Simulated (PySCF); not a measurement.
PySCF input for In(H)(Et)(NH2) (C₂H₈InN), SMILES C[CH2][InH][NH2], PBE-D3(BJ)/def2-SVP. The structure is a stationary point at PBE-D3(BJ)/def2-SVP. The structure was generated by enumeration; whether it is a known compound was not checked. The def2 effective core potentials stand for the cores of In; spin–orbit coupling is left out. Other conformers were not sampled.

```python
import numpy as np
from pyscf import gto, scf, dft, df
from pyscf.hessian import thermo

mol = gto.M(
    atom='''
    In   -0.31237873    0.52029667    0.00000000
    H    -1.34401000    1.91812311    0.00000000
    C    -0.65232228   -1.64269516    0.00000000
    C     0.64245157   -2.45797205    0.00000000
    H    -1.27944866   -1.87269894   -0.88689186
    H    -1.27944866   -1.87269894    0.88689186
    H     1.26861193   -2.24417530    0.89118181
    H     1.26861193   -2.24417530   -0.89118181
    H     0.44322968   -3.55230318    0.00000000
    N     1.68364754    0.97032621   -0.00000000
    H     2.07408177    1.91489754   -0.00000000
    H     2.42862139    0.27021398   -0.00000000
    ''',
    basis='def2-SVP',
    ecp={'In': 'def2-svp'},
    charge=0,
    spin=0,
    max_memory=1600,
    verbose=3,
)
mf = dft.RKS(mol, xc='pbe').density_fit(auxbasis='def2-universal-jkfit')
mf.disp = 'd3bj'
mf.grids.level = 3
mf.conv_tol = 1e-11
mf.max_cycle = 100
mf.kernel()

# analytic Hessian; the response equations are solved on a coarser grid
h, args, fine = mf.Hessian(), (mf.mo_energy, mf.mo_coeff, mf.mo_occ), mf.grids
h.max_memory = max(150, 2.5e-5 * df.make_auxmol(mol, mf.with_df.auxbasis).nao * mol.nelec[0] * (mol.nelec[0] + mol.nao))  # MB; small integral blocks
h1ao = h.make_h1(mf.mo_coeff, mf.mo_occ)
mf.grids = dft.Grids(mol).set(level=1).build(with_non0tab=True)
mo1, mo_e1 = h.solve_mo1(*args, h1ao)
mf.grids = fine
hess = h.hess_elec(*args, mo1, mo_e1, h1ao) + h.hess_nuc()
if mf.do_disp():
    hess += h.get_dispersion()
for i in range(mol.natm):  # the analytic DFT Hessian lacks the response of the grid: restore translational invariance
    hess[i, i] -= hess[i].sum(axis=0)
hess = (hess + hess.transpose(1, 0, 3, 2)) / 2
vib = thermo.harmonic_analysis(mol, hess, imaginary_freq=False)
thermo.dump_normal_mode(mol, vib)
th = thermo.thermo(mf, vib['freq_au'][vib['freq_au'] > 0], 298.15, 101325)
thermo.dump_thermo(mol, th)
g0 = mf.nuc_grad_method().set(verbose=0).kernel()

# dipole derivatives [dipole axis, atom, xyz] from the same response
r, irp = mol.intor('int1e_r'), mol.intor('int1e_irp').reshape(3, 3, mol.nao, mol.nao)
sl, dm0, ok = mol.aoslice_by_atom(), np.array(mf.make_rdm1()), []
dmu = np.einsum('a,xt->xat', mol.atom_charges(), np.eye(3))
for a, (_, _, p0, p1) in enumerate(sl):
    dmu[:, a] += 2 * np.einsum('xtij,ij->xt', irp[:, :, :, p0:p1], dm0.reshape(-1, mol.nao, mol.nao).sum(0)[:, p0:p1])
    for u, c, occ, f in [(mo1, mf.mo_coeff, mf.mo_occ, 4)]:
        dmu[:, a] -= f * np.einsum('tui,xuv,vi->xt', u[a], r, c[:, occ > 0], optimize=True)
L = vib['norm_mode']
ir = 974.8801 * (np.einsum('xat,kat->kx', dmu, L) ** 2).sum(1)       # km/mol
apt = np.einsum('xax->a', dmu) / 3
print('mode   freq/cm-1   IR/(km/mol)')
for k, w in enumerate(vib['freq_wavenumber']):
    print(f'{k + 1:4d} {w:11.2f} {ir[k]:13.3f}')
print('max |gradient| / (hartree/bohr):', abs(g0).max())
print('APT charges:', apt.round(4))
```

Output:

```
converged SCF energy = -325.608207087415

WARN: DFTD3 does not support analytical Hessian, using finite difference


WARN: Mole.unit (angstrom) is changed to Bohr

Mode                                 0                   1                   2
Irrep
Freq [cm^-1]                       47.6876             88.0122            104.9435
Reduced mass [au]                   2.1544              3.2368              1.1440
Force const [Dyne/A]                0.0029              0.0148              0.0074
Char temp [K]                      68.6119            126.6300            150.9904
Normal mode                   x     y     z       x     y     z       x     y     z
       0  In                -0.00 -0.00  0.02    0.02 -0.01  0.00   -0.00  0.00 -0.00
       1   H                 0.00  0.00  0.07   -0.07 -0.07  0.00    0.00  0.00  0.39
       2   C                -0.00  0.00 -0.13   -0.03 -0.01 -0.00    0.00  0.00 -0.04
       3   C                 0.00  0.00  0.09   -0.09 -0.10  0.00    0.00  0.00  0.04
       4   H                 0.18  0.05 -0.27   -0.04  0.03  0.00    0.05  0.00 -0.08
       5   H                -0.18 -0.05 -0.27   -0.04  0.03 -0.00   -0.05 -0.00 -0.08
       6   H                -0.19 -0.07  0.23   -0.07 -0.15 -0.00   -0.04  0.02  0.06
       7   H                 0.19  0.07  0.23   -0.07 -0.15  0.00    0.04 -0.02  0.06
       8   H                 0.00  0.00 -0.04   -0.17 -0.08 -0.00    0.00  0.00  0.05
       9   N                 0.00 -0.00 -0.13   -0.03  0.18 -0.00    0.00 -0.00  0.08
      10   H                 0.00 -0.00  0.09   -0.15  0.23 -0.00    0.00 -0.00 -0.47
      11   H                -0.00 -0.00  0.04    0.06  0.27 -0.00   -0.00 -0.00 -0.68
Mode                                 3                   4                   5
Irrep
Freq [cm^-1]                      205.2030            226.7185            317.2198
Reduced mass [au]                   1.0805              3.3093              1.0523
[...]
Reduced mass [au]                   1.0909              1.1715              3.3436
Force const [Dyne/A]                0.5304              0.6026              2.0651
Char temp [K]                    1306.9786           1344.3632           1473.0974
Normal mode                   x     y     z       x     y     z       x     y     z
       0  In                 0.00  0.00  0.00   -0.00 -0.00  0.00   -0.00  0.00 -0.00
       1   H                -0.00  0.00 -0.05    0.02  0.01 -0.00    0.02  0.01 -0.00
       2   C                 0.00 -0.00 -0.05   -0.01  0.02 -0.00    0.17 -0.09  0.00
       3   C                -0.00  0.00  0.07    0.02 -0.11  0.00   -0.16  0.04 -0.00
       4   H                 0.15 -0.46 -0.02   -0.14  0.42 -0.01    0.15  0.02 -0.01
       5   H                -0.15  0.46 -0.02   -0.14  0.42  0.01    0.15  0.02  0.01
       6   H                 0.35 -0.20 -0.14   -0.03  0.24 -0.04   -0.20  0.23 -0.02
       7   H                -0.35  0.20 -0.14   -0.03  0.24  0.04   -0.20  0.23  0.02
       8   H                -0.00  0.00 -0.25    0.54 -0.20 -0.00    0.06  0.00  0.00
       9   N                 0.00  0.00  0.00   -0.00 -0.00  0.00   -0.00 -0.00  0.00
      10   H                 0.00 -0.00 -0.04   -0.01 -0.00 -0.00   -0.00 -0.00 -0.00
      11   H                -0.00 -0.00  0.00    0.01  0.01  0.00    0.01  0.01  0.00
Mode                                15                  16                  17
Irrep
Freq [cm^-1]                     1141.1360           1199.5592           1343.7171
Reduced mass [au]                   1.4437              1.2873              1.2071
Force const [Dyne/A]                1.1076              1.0914              1.2842
Char temp [K]                    1641.8407           1725.8986           1933.3097
Normal mode                   x     y     z       x     y     z       x     y     z
       0  In                -0.00 -0.00 -0.00   -0.00 -0.00 -0.00    0.00  0.00 -0.00
       1   H                 0.03 -0.02  0.00    0.00  0.00  0.01   -0.01 -0.00  0.00
       2   C                 0.00  0.14  0.00    0.00 -0.00 -0.08    0.01  0.00 -0.00
       3   C                -0.04 -0.08  0.00   -0.00  0.00  0.11    0.10 -0.06  0.00
       4   H                 0.06 -0.47  0.10   -0.34  0.37  0.06   -0.13 -0.03  0.10
       5   H                 0.06 -0.47 -0.10    0.34 -0.37  0.06   -0.13 -0.03 -0.10
       6   H                -0.03  0.18 -0.06    0.29 -0.09 -0.07   -0.32  0.34  0.18
       7   H                -0.03  0.18  0.06   -0.29  0.09 -0.07   -0.32  0.34 -0.18
       8   H                 0.30 -0.13  0.00    0.00 -0.00 -0.21   -0.51  0.07 -0.00
       9   N                 0.00  0.00 -0.00   -0.00 -0.00 -0.00   -0.00 -0.00  0.00
      10   H                 0.01  0.00  0.00    0.00 -0.00  0.01    0.02 -0.01  0.00
      11   H                -0.01 -0.01 -0.00    0.00  0.00  0.00    0.01  0.01  0.00
Mode                                18                  19                  20
Irrep
Freq [cm^-1]                     1387.7200           1420.6997           1424.3967
Reduced mass [au]                   1.1142              1.0436              1.0348
Force const [Dyne/A]                1.2642              1.2410              1.2370
Char temp [K]                    1996.6201           2044.0705           2049.3897
Normal mode                   x     y     z       x     y     z       x     y     z
       0  In                -0.00 -0.00  0.00   -0.00 -0.00  0.00    0.00  0.00  0.00
       1   H                -0.01  0.01 -0.00    0.00  0.00  0.00   -0.00 -0.00  0.00
       2   C                -0.08  0.01 -0.00    0.00  0.02  0.00   -0.00 -0.00  0.02
       3   C                 0.02 -0.04 -0.00    0.03  0.04  0.00   -0.00 -0.00  0.04
       4   H                 0.51  0.06 -0.40    0.03 -0.02 -0.01    0.05 -0.03 -0.00
       5   H                 0.51  0.06  0.40    0.03 -0.02  0.01   -0.05  0.03 -0.00
       6   H                -0.07  0.12  0.02   -0.41 -0.28  0.37   -0.07  0.49 -0.04
       7   H                -0.07  0.12 -0.02   -0.41 -0.28 -0.37    0.07 -0.49 -0.04
       8   H                -0.08 -0.02 -0.00    0.37 -0.05 -0.00   -0.00  0.00 -0.68
       9   N                -0.00 -0.00  0.00    0.02  0.00 -0.00   -0.00 -0.00 -0.00
      10   H                 0.00 -0.00  0.00   -0.13  0.06 -0.00    0.00 -0.00 -0.00
      11   H                 0.01  0.01  0.00   -0.09 -0.10  0.00    0.00  0.00  0.01
Mode                                21                  22                  23
Irrep
Freq [cm^-1]                     1454.2038           1727.4550           2949.8719
Reduced mass [au]                   1.1058              1.0169              1.0390
Force const [Dyne/A]                1.3778              1.7878              5.3271
Char temp [K]                    2092.2755           2485.4231           4244.2089
Normal mode                   x     y     z       x     y     z       x     y     z
       0  In                -0.00 -0.00 -0.00   -0.00  0.01 -0.00   -0.00 -0.00 -0.00
       1   H                -0.01  0.04  0.00    0.59 -0.80  0.00    0.00  0.00 -0.00
       2   C                 0.00 -0.00  0.00   -0.00 -0.01  0.00   -0.00 -0.00 -0.00
       3   C                -0.00 -0.01  0.00    0.00  0.00 -0.00   -0.03  0.04  0.00
       4   H                -0.00  0.01 -0.00   -0.00  0.01 -0.01    0.02  0.01  0.03
       5   H                -0.00  0.01  0.00   -0.00  0.01  0.01    0.02  0.01 -0.03
       6   H                 0.08  0.07 -0.07    0.00 -0.00  0.00    0.26  0.10  0.38
       7   H                 0.08  0.07  0.07    0.00 -0.00 -0.00    0.26  0.10 -0.38
       8   H                -0.10  0.01 -0.00   -0.02  0.01  0.00   -0.15 -0.70  0.00
       9   N                 0.08  0.02 -0.00    0.00  0.00 -0.00    0.00  0.00  0.00
      10   H                -0.59  0.27  0.00   -0.02  0.01  0.00    0.00 -0.00  0.00
      11   H                -0.44 -0.49 -0.00   -0.02 -0.02 -0.00    0.00  0.00  0.00
Mode                                24                  25                  26
Irrep
Freq [cm^-1]                     2986.3300           3025.0824           3032.2179
Reduced mass [au]                   1.0606              1.0993              1.1022
Force const [Dyne/A]                5.5729              5.9273              5.9709
Char temp [K]                    4296.6640           4352.4201           4362.6865
Normal mode                   x     y     z       x     y     z       x     y     z
       0  In                -0.00  0.00 -0.00    0.00 -0.00  0.00    0.00  0.00 -0.00
       1   H                 0.00 -0.00 -0.00   -0.00  0.00  0.00   -0.00 -0.00 -0.00
       2   C                -0.06 -0.02  0.00    0.01  0.00  0.00   -0.00 -0.00 -0.07
       3   C                 0.01  0.01 -0.00    0.05  0.07 -0.00    0.00  0.00  0.05
       4   H                 0.37  0.13  0.55   -0.06 -0.02 -0.09    0.31  0.12  0.43
       5   H                 0.37  0.13 -0.55   -0.06 -0.02  0.09   -0.31 -0.12  0.43
       6   H                -0.05 -0.02 -0.08   -0.26 -0.09 -0.40   -0.23 -0.08 -0.32
       7   H                -0.05 -0.02  0.08   -0.26 -0.09  0.40    0.23  0.08 -0.32
       8   H                -0.01 -0.07 -0.00   -0.12 -0.62 -0.00   -0.00 -0.00  0.01
       9   N                 0.00 -0.00  0.00   -0.00  0.00 -0.00   -0.00 -0.00 -0.00
      10   H                -0.00  0.00 -0.00   -0.00  0.00  0.00    0.00  0.00 -0.00
      11   H                 0.00 -0.00  0.00   -0.00 -0.00 -0.00    0.00 -0.00  0.00
Mode                                27                  28                  29
Irrep
Freq [cm^-1]                     3051.7764           3489.3826           3600.5441
Reduced mass [au]                   1.1033              1.0484              1.0971
Force const [Dyne/A]                6.0542              7.5213              8.3795
Char temp [K]                    4390.8268           5020.4447           5180.3814
Normal mode                   x     y     z       x     y     z       x     y     z
       0  In                -0.00 -0.00  0.00   -0.00 -0.00 -0.00    0.00 -0.00  0.00
       1   H                 0.00  0.00  0.00    0.00  0.00  0.00   -0.00  0.00 -0.00
       2   C                 0.00  0.00  0.05   -0.00 -0.00 -0.00    0.00  0.00 -0.00
       3   C                 0.00  0.00  0.07   -0.00 -0.00 -0.00   -0.00  0.00  0.00
       4   H                -0.23 -0.08 -0.32    0.00  0.00  0.00    0.00 -0.00  0.00
       5   H                 0.23  0.08 -0.32    0.00  0.00 -0.00    0.00 -0.00 -0.00
       6   H                -0.30 -0.11 -0.43   -0.00 -0.00  0.00    0.00 -0.00  0.00
       7   H                 0.30  0.11 -0.43   -0.00 -0.00 -0.00    0.00 -0.00 -0.00
       8   H                -0.00 -0.00  0.01    0.00 -0.00 -0.00    0.00  0.00 -0.00
       9   N                 0.00  0.00 -0.00    0.05  0.01  0.00    0.02 -0.08  0.00
      10   H                -0.00 -0.00  0.00   -0.23 -0.64 -0.00    0.26  0.63 -0.00
      11   H                -0.00  0.00  0.00   -0.49  0.50 -0.00   -0.49  0.45 -0.00
temperature 298.1500 [K]
pressure 101325.00 [Pa]
Rotational constants [GHz] 6.12505 2.68509 1.91176
Symmetry number 1
Zero-point energy (ZPE) 0.09177 [Eh]   240936.176 [J/mol]
                           tot       elec      trans        rot        vib
Entropy [J/mol/K]       373.834      0.000    172.113    111.828     89.894
Cv [J/mol/K]            110.925      0.000     12.472     12.472     85.982
Cp [J/mol/K]            119.240      0.000     20.786     12.472     85.982
Internal energy [J/mol]                      3718.434   3718.434 254728.461
Internal energy [Eh]   -325.50835  -325.60821
Enthalpy [J/mol]                             6197.391   3718.434 254728.461
Enthalpy [Eh]          -325.50741
Gibbs free energy [J/mol]                  -45117.988 -29622.945 227926.548
Gibbs free energy [Eh] -325.54986
mode   freq/cm-1   IR/(km/mol)
   1       47.69        13.180
   2       88.01         1.167
   3      104.94       147.018
   4      205.20         3.319
   5      226.72         4.299
   6      317.22         1.061
   7      430.23        57.295
   8      464.05        25.715
   9      464.43         3.989
  10      578.31        32.363
  11      616.74        14.882
  12      637.12        96.031
  13      908.40         0.423
  14      934.38         9.507
  15     1023.85         7.464
  16     1141.14        17.591
  17     1199.56         1.726
  18     1343.72         5.220
  19     1387.72         2.347
  20     1420.70         2.934
  21     1424.40         6.751
  22     1454.20         7.356
  23     1727.45       248.521
  24     2949.87        46.770
  25     2986.33         8.687
  26     3025.08        23.343
  27     3032.22         0.019
  28     3051.78        26.688
  29     3489.38         9.017
  30     3600.54        12.905
max |gradient| / (hartree/bohr): 7.001386318047884e-05
APT charges: [ 0.992  -0.321  -0.1171  0.0331 -0.0347 -0.0347 -0.0117 -0.0117 -0.056
 -0.7012  0.1357  0.1272]
```

The run converged.
